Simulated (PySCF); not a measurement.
PySCF input for disilanyl(ethenyl)silane (C2H10Si3), SMILES C=C[SiH2][SiH2][SiH3], PBE-D3(BJ)/def2-SVP. Coordinates come from a PBE-D3(BJ)/def2-SVP optimisation. One conformer was computed; it need not be the lowest.

```python
import numpy as np
from pyscf import gto, scf, dft, df
from pyscf.hessian import thermo

mol = gto.M(
    atom='''
    C    -2.65832348   -0.33259989   -0.95293648
    C    -2.01222888    0.59786547   -0.22050114
    Si   -0.94063430    0.19626044    1.27145285
    Si    1.31864573    0.50031595    0.66892008
    Si    1.71008090   -0.73583982   -1.29443470
    H    -2.62866226   -1.40448036   -0.68987676
    H    -3.24782393   -0.06718869   -1.84775273
    H    -2.07882485    1.65521763   -0.54000303
    H    -1.29542917    1.06965868    2.44809349
    H    -1.14691646   -1.24838863    1.64901909
    H     1.59554913    1.95967646    0.40335953
    H     2.24174857    0.04041914    1.76975114
    H     1.30218626   -2.17005160   -1.07920521
    H     0.88658632   -0.17110330   -2.42086978
    H     3.16160820   -0.70566458   -1.69502499
    ''',
    basis='def2-SVP',
    charge=0,
    spin=0,
    max_memory=1600,
    verbose=3,
)
mf = dft.RKS(mol, xc='pbe').density_fit(auxbasis='def2-universal-jkfit')
mf.disp = 'd3bj'
mf.grids.level = 3
mf.conv_tol = 1e-11
mf.max_cycle = 100
mf.kernel()

# [left out here: the lines that compute and print the analytic Hessian (its translational invariance restored by hand, since the grid's response is missing), thermochemistry and intensities]
```

Log of the run:

```
converged SCF energy = -949.773766367811

WARN: DFTD3 does not support analytical Hessian, using finite difference


WARN: Mole.unit (angstrom) is changed to Bohr

Mode                                 0                   1                   2
Irrep
Freq [cm^-1]                       23.9477             46.9469             91.0790
Reduced mass [au]                   2.6253              2.8587              1.1823
Force const [Dyne/A]                0.0009              0.0037              0.0058
Char temp [K]                      34.4554             67.5461            131.0424
Normal mode                   x     y     z       x     y     z       x     y     z
       0   C                -0.08  0.08  0.02   -0.15 -0.02  0.09   -0.04  0.01  0.01
       1   C                -0.05  0.04  0.05    0.00 -0.02 -0.05   -0.02 -0.00  0.02
       2  Si                -0.00 -0.05 -0.01   -0.01  0.03 -0.03    0.02 -0.03 -0.02
       3  Si                -0.02  0.04 -0.04    0.02 -0.04  0.02    0.00  0.04 -0.02
       4  Si                 0.08 -0.04  0.03    0.06  0.03 -0.01    0.01 -0.01  0.02
       5   H                -0.08  0.07 -0.05   -0.28  0.01  0.22   -0.02  0.01 -0.02
       6   H                -0.12  0.14  0.06   -0.16 -0.06  0.08   -0.07  0.04  0.04
       7   H                -0.06  0.06  0.12    0.12 -0.05 -0.18   -0.04  0.01  0.05
       8   H                 0.02 -0.13  0.05    0.00  0.10 -0.08   -0.00 -0.10  0.03
       9   H                 0.03 -0.08 -0.10   -0.06  0.05  0.04    0.07 -0.06 -0.08
      10   H                -0.11  0.04 -0.11    0.08 -0.04  0.09   -0.02  0.04 -0.04
      11   H                 0.01  0.15 -0.02   -0.04 -0.12  0.04    0.00  0.08 -0.00
      12   H                 0.29 -0.08  0.14    0.04  0.03 -0.09   -0.48  0.11 -0.10
      13   H                -0.05 -0.23  0.02    0.11  0.09 -0.02    0.39  0.27 -0.12
      14   H                 0.06  0.14 -0.03    0.08  0.03  0.04    0.09 -0.45  0.29
[...]
Force const [Dyne/A]                0.6803              0.6362              1.1772
Char temp [K]                    1408.4441           1438.5802           1767.0225
Normal mode                   x     y     z       x     y     z       x     y     z
       0   C                -0.04  0.04 -0.07    0.00 -0.01  0.01    0.00 -0.10  0.02
       1   C                 0.02 -0.06  0.03    0.06 -0.00 -0.05   -0.04  0.07 -0.06
       2  Si                -0.00  0.02 -0.01    0.00 -0.00 -0.00    0.01  0.00  0.00
       3  Si                -0.00  0.00  0.00   -0.00  0.00  0.00    0.00  0.00 -0.00
       4  Si                 0.00  0.00  0.00    0.00  0.00  0.00    0.00 -0.00 -0.00
       5   H                 0.22  0.15  0.37   -0.42  0.04  0.23   -0.20 -0.18 -0.25
       6   H                -0.14 -0.47 -0.16    0.30  0.02 -0.18    0.06  0.16  0.06
       7   H                 0.26  0.10  0.49   -0.63  0.08  0.39    0.44  0.29  0.54
       8   H                 0.04 -0.06  0.06   -0.02 -0.03  0.02   -0.01  0.01  0.01
       9   H                -0.12  0.01 -0.08   -0.02  0.02  0.05   -0.03 -0.00 -0.03
      10   H                -0.00 -0.00 -0.01    0.01 -0.00  0.00   -0.00  0.00 -0.00
      11   H                 0.01 -0.01 -0.01    0.01  0.01 -0.00   -0.01 -0.01  0.00
      12   H                 0.00 -0.00 -0.01   -0.00  0.00 -0.00   -0.00  0.00  0.00
      13   H                -0.00 -0.00 -0.00    0.00 -0.00 -0.00   -0.00  0.00  0.00
      14   H                -0.00 -0.01 -0.01   -0.00 -0.00 -0.01    0.00  0.00  0.00
Mode                                27                  28                  29
Irrep
Freq [cm^-1]                     1368.7562           1614.6006           2131.1253
Reduced mass [au]                   1.1751              4.8130              1.0301
Force const [Dyne/A]                1.2971              7.3926              2.7564
Char temp [K]                    1969.3354           2323.0508           3066.2149
Normal mode                   x     y     z       x     y     z       x     y     z
       0   C                -0.00  0.00 -0.01   -0.09 -0.13 -0.11    0.00 -0.00 -0.00
       1   C                 0.06  0.06  0.07    0.10  0.11  0.11    0.00  0.00 -0.00
       2  Si                -0.00  0.00 -0.00   -0.00 -0.00 -0.00    0.00 -0.00 -0.01
       3  Si                -0.00 -0.00  0.00   -0.00  0.00 -0.00    0.02  0.02  0.01
       4  Si                 0.00  0.00  0.00    0.00  0.00 -0.00   -0.00 -0.00  0.00
       5   H                -0.37 -0.15 -0.49    0.14 -0.06  0.21    0.00 -0.00 -0.00
       6   H                -0.17 -0.63 -0.11   -0.02  0.22 -0.07   -0.00 -0.00  0.00
       7   H                -0.06  0.01 -0.08   -0.06  0.06 -0.09   -0.00 -0.00 -0.00
       8   H                -0.01 -0.00 -0.00   -0.01  0.01 -0.01   -0.06  0.17  0.22
       9   H                 0.01  0.01  0.01    0.01  0.01  0.02   -0.01 -0.09  0.02
      10   H                -0.00 -0.00  0.00    0.00 -0.00  0.00   -0.12 -0.67  0.13
      11   H                 0.00  0.00 -0.00   -0.00 -0.00  0.00   -0.37  0.20 -0.45
      12   H                -0.00  0.00 -0.00   -0.00 -0.00  0.00   -0.01 -0.01  0.01
      13   H                -0.00 -0.00  0.00    0.00 -0.00  0.00   -0.02  0.02 -0.02
      14   H                 0.00 -0.00 -0.00    0.00  0.00 -0.00    0.12  0.00 -0.03
Mode                                30                  31                  32
Irrep
Freq [cm^-1]                     2139.7158           2144.4052           2148.2500
Reduced mass [au]                   1.0326              1.0457              1.0238
Force const [Dyne/A]                2.7853              2.8333              2.7837
Char temp [K]                    3078.5747           3085.3216           3090.8535
Normal mode                   x     y     z       x     y     z       x     y     z
       0   C                 0.00 -0.00  0.00   -0.00 -0.00 -0.00    0.00  0.00 -0.00
       1   C                -0.00 -0.00 -0.00   -0.00  0.00  0.00   -0.00 -0.00 -0.00
       2  Si                -0.01 -0.01  0.02   -0.00  0.01  0.01    0.00 -0.01 -0.01
       3  Si                 0.00  0.02 -0.01    0.01 -0.02  0.02   -0.01  0.00 -0.01
       4  Si                -0.00  0.00  0.00   -0.00  0.01  0.00   -0.00  0.01  0.01
       5   H                -0.00 -0.00  0.00   -0.00 -0.00  0.00    0.00  0.00  0.00
       6   H                 0.00  0.00 -0.00    0.00  0.00 -0.00   -0.00 -0.00  0.00
       7   H                 0.00  0.00  0.01   -0.00  0.00  0.00   -0.00 -0.00 -0.00
       8   H                 0.14 -0.38 -0.49    0.09 -0.22 -0.30   -0.07  0.17  0.23
       9   H                 0.08  0.57 -0.14   -0.00  0.01  0.00    0.01  0.05 -0.02
      10   H                -0.08 -0.41  0.07    0.09  0.46 -0.08   -0.00  0.00  0.00
      11   H                 0.07 -0.03  0.09   -0.41  0.20 -0.48    0.16 -0.08  0.20
      12   H                -0.01 -0.05  0.01   -0.09 -0.31  0.05   -0.16 -0.56  0.09
      13   H                -0.05  0.04 -0.07   -0.00  0.01 -0.00   -0.24  0.17 -0.32
      14   H                 0.09  0.00 -0.02    0.19  0.01 -0.05    0.51  0.02 -0.13
Mode                                33                  34                  35
Irrep
Freq [cm^-1]                     2153.2104           2161.9415           2167.3722
Reduced mass [au]                   1.0499              1.0512              1.0507
Force const [Dyne/A]                2.8678              2.8949              2.9080
Char temp [K]                    3097.9903           3110.5524           3118.3661
Normal mode                   x     y     z       x     y     z       x     y     z
       0   C                 0.00  0.00 -0.00   -0.00  0.00 -0.00    0.00  0.00  0.00
       1   C                -0.00 -0.00 -0.00   -0.00 -0.00 -0.00   -0.00 -0.00  0.00
       2  Si                 0.00 -0.04 -0.01    0.00 -0.01 -0.00    0.00  0.00 -0.00
       3  Si                 0.00 -0.01  0.01   -0.00 -0.01  0.00   -0.00  0.01 -0.00
       4  Si                 0.00  0.00 -0.01   -0.03 -0.02  0.01   -0.02  0.02 -0.02
       5   H                 0.00  0.00  0.00    0.00 -0.00  0.00   -0.00 -0.00 -0.00
       6   H                 0.00  0.00  0.00    0.00  0.00  0.00    0.00 -0.00 -0.00
       7   H                 0.00 -0.01  0.00   -0.00 -0.00  0.00    0.00  0.00 -0.00
       8   H                -0.12  0.28  0.39   -0.02  0.04  0.05    0.01 -0.01 -0.02
       9   H                 0.11  0.72 -0.19    0.02  0.12 -0.03   -0.01 -0.08  0.02
      10   H                 0.04  0.19 -0.03    0.03  0.14 -0.03   -0.02 -0.11  0.02
      11   H                -0.10  0.05 -0.12   -0.02  0.01 -0.02    0.10 -0.05  0.11
      12   H                -0.01 -0.04  0.00    0.16  0.61 -0.09   -0.09 -0.28  0.04
      13   H                 0.11 -0.07  0.14   -0.00 -0.01  0.02    0.47 -0.32  0.64
      14   H                -0.18 -0.00  0.05    0.68  0.01 -0.19    0.28  0.01 -0.09
Mode                                36                  37                  38
Irrep
Freq [cm^-1]                     3048.4946           3065.5058           3142.2834
Reduced mass [au]                   1.0584              1.0911              1.1168
Force const [Dyne/A]                5.7951              6.0412              6.4972
Char temp [K]                    4386.1050           4410.5804           4521.0462
Normal mode                   x     y     z       x     y     z       x     y     z
       0   C                -0.03 -0.04 -0.03   -0.01 -0.02 -0.01   -0.03  0.07 -0.06
       1   C                 0.00 -0.02  0.01   -0.00  0.08 -0.02   -0.00  0.01 -0.00
       2  Si                -0.00 -0.00 -0.00    0.00  0.00  0.00    0.00  0.00  0.00
       3  Si                 0.00 -0.00  0.00    0.00  0.00 -0.00    0.00 -0.00  0.00
       4  Si                -0.00 -0.00 -0.00   -0.00 -0.00 -0.00    0.00  0.00 -0.00
       5   H                -0.02  0.61 -0.16   -0.01  0.28 -0.07    0.01 -0.64  0.15
       6   H                 0.35 -0.18  0.54    0.08 -0.04  0.12    0.36 -0.16  0.54
       7   H                -0.02  0.30 -0.09    0.06 -0.86  0.26    0.01 -0.10  0.03
       8   H                -0.00  0.00  0.00   -0.00 -0.00 -0.00   -0.00 -0.00 -0.00
       9   H                -0.00  0.00 -0.00   -0.00 -0.00  0.00    0.00 -0.00  0.00
      10   H                 0.00  0.00 -0.00   -0.00 -0.00  0.00   -0.00 -0.00  0.00
      11   H                -0.00  0.00  0.00   -0.00 -0.00  0.00   -0.00 -0.00 -0.00
      12   H                 0.00  0.00  0.00    0.00 -0.00  0.00   -0.00 -0.00  0.00
      13   H                 0.00  0.00  0.00    0.00 -0.00  0.00   -0.00 -0.00  0.00
      14   H                 0.00  0.00  0.00    0.00  0.00  0.00   -0.00 -0.00  0.00
temperature 298.1500 [K]
pressure 101325.00 [Pa]
Rotational constants [GHz] 2.84779 1.37076 1.01174
Symmetry number 1
Zero-point energy (ZPE) 0.09791 [Eh]   257054.527 [J/mol]
                           tot       elec      trans        rot        vib
Entropy [J/mol/K]       421.093      0.000    168.282    120.452    132.359
Cv [J/mol/K]            149.717      0.000     12.472     12.472    124.774
Cp [J/mol/K]            158.032      0.000     20.786     12.472    124.774
Internal energy [J/mol]                      3718.434   3718.434 276400.704
Internal energy [Eh]   -949.66566  -949.77377
Enthalpy [J/mol]                             6197.391   3718.434 276400.704
Enthalpy [Eh]          -949.66471
Gibbs free energy [J/mol]                  -43975.886 -32194.305 236937.766
Gibbs free energy [Eh] -949.71253
mode   freq/cm-1   IR/(km/mol)
   1       23.95         0.032
   2       46.95         0.150
   3       91.08         0.056
   4       99.90         0.347
   5      143.93         1.450
   6      259.38         1.259
   7      316.17         9.408
   8      376.58         0.468
   9      408.71         6.711
  10      435.36         0.301
  11      453.33        16.412
  12      518.71        11.065
  13      534.01         4.891
  14      626.39        20.766
  15      662.98        86.797
  16      674.28        64.646
  17      716.53        74.589
  18      758.48       161.016
  19      833.79       180.182
  20      871.39        34.377
  21      887.14        52.396
  22      902.98        31.256
  23      905.43        51.158
  24      936.12        30.236
  25      978.92         5.976
  26      999.86         8.996
  27     1228.14         0.358
  28     1368.76         9.420
  29     1614.60         2.744
  30     2131.13        50.158
  31     2139.72        75.616
  32     2144.41        72.394
  33     2148.25        19.369
  34     2153.21        88.061
  35     2161.94       106.832
  36     2167.37       102.859
  37     3048.49         9.230
  38     3065.51         3.597
  39     3142.28         6.640
max |gradient| / (hartree/bohr): 4.6971134012846753e-05
APT charges: [-0.0416 -0.307   0.7766  0.4305  0.6149  0.027   0.0408  0.0168 -0.2543
 -0.2279 -0.2183 -0.2264 -0.2062 -0.204  -0.221 ]
```

The calculation finished and met its thresholds.
